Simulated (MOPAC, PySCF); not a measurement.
C$_{2}$HNO, SMILES `N#CC=O`, neutral singlet in the gas phase. 

Cartesian coordinates (Å):
```xyz
5

N      2.0113     0.0260     0.3292
C      0.8648    -0.0069     0.2357
C     -0.5957    -0.0053     0.0854
O     -1.2974    -0.8276     0.6030
H     -0.9831     0.8138    -0.5412
```
Charge 0, spin multiplicity 1.

All levels are single points at this geometry (B3LYP-D3(BJ)/def2-TZVP); Pople sets use spherical d functions. Orbital energies aren't observables, and empty levels follow the basis.

```json
[
 {"level": "B3LYP-D3(BJ)/def2-TZVP in PySCF", "HOMO (eV)": "-8.97", "LUMO (eV)": "-3.36", "gap (eV)": "5.61", "dipole (D)": "2.43", "vertical IE, Delta-SCF (eV)": "11.82"},
 {"level": "PBE-D3(BJ)/def2-TZVP in PySCF", "HOMO (eV)": "-7.45", "LUMO (eV)": "-4.17", "gap (eV)": "3.28", "dipole (D)": "2.30", "vertical IE, Delta-SCF (eV)": "11.50"},
 {"level": "B3LYP/6-311+G** in PySCF", "HOMO (eV)": "-9.03", "LUMO (eV)": "-3.44", "gap (eV)": "5.59", "dipole (D)": "2.47", "vertical IE, Delta-SCF (eV)": "–"},
 {"level": "B3LYP/6-31G* in PySCF", "HOMO (eV)": "-8.62", "LUMO (eV)": "-2.96", "gap (eV)": "5.66", "dipole (D)": "2.31", "vertical IE, Delta-SCF (eV)": "11.64"},
 {"level": "BP86/6-31G* in PySCF", "HOMO (eV)": "-7.23", "LUMO (eV)": "-3.90", "gap (eV)": "3.33", "dipole (D)": "2.21", "vertical IE, Delta-SCF (eV)": "–"},
 {"level": "PBE/6-31G* in PySCF", "HOMO (eV)": "-7.09", "LUMO (eV)": "-3.79", "gap (eV)": "3.29", "dipole (D)": "2.19", "vertical IE, Delta-SCF (eV)": "11.31"},
 {"level": "SVWN5/6-31G* in PySCF", "HOMO (eV)": "-7.21", "LUMO (eV)": "-4.05", "gap (eV)": "3.16", "dipole (D)": "2.22", "vertical IE, Delta-SCF (eV)": "11.52"},
 {"level": "HF/3-21G in PySCF", "HOMO (eV)": "-13.43", "LUMO (eV)": "1.66", "gap (eV)": "15.09", "dipole (D)": "2.59", "vertical IE, Delta-SCF (eV)": "–"},
 {"level": "HF/6-31G* in PySCF", "HOMO (eV)": "-13.53", "LUMO (eV)": "1.44", "gap (eV)": "14.97", "dipole (D)": "2.71", "vertical IE, Delta-SCF (eV)": "–"},
 {"level": "HF/STO-3G in PySCF", "HOMO (eV)": "-11.07", "LUMO (eV)": "5.27", "gap (eV)": "16.34", "dipole (D)": "2.16", "vertical IE, Delta-SCF (eV)": "–"},
 {"level": "AM1 in MOPAC", "HOMO (eV)": "-11.91", "LUMO (eV)": "-0.40", "gap (eV)": "11.51", "dipole (D)": "2.21", "vertical IE, Delta-SCF (eV)": "–"},
 {"level": "PM6 in MOPAC", "HOMO (eV)": "-11.37", "LUMO (eV)": "-1.23", "gap (eV)": "10.14", "dipole (D)": "2.57", "vertical IE, Delta-SCF (eV)": "–"},
 {"level": "PM7 in MOPAC", "HOMO (eV)": "-11.51", "LUMO (eV)": "-1.08", "gap (eV)": "10.42", "dipole (D)": "2.60", "vertical IE, Delta-SCF (eV)": "–"}
]
```
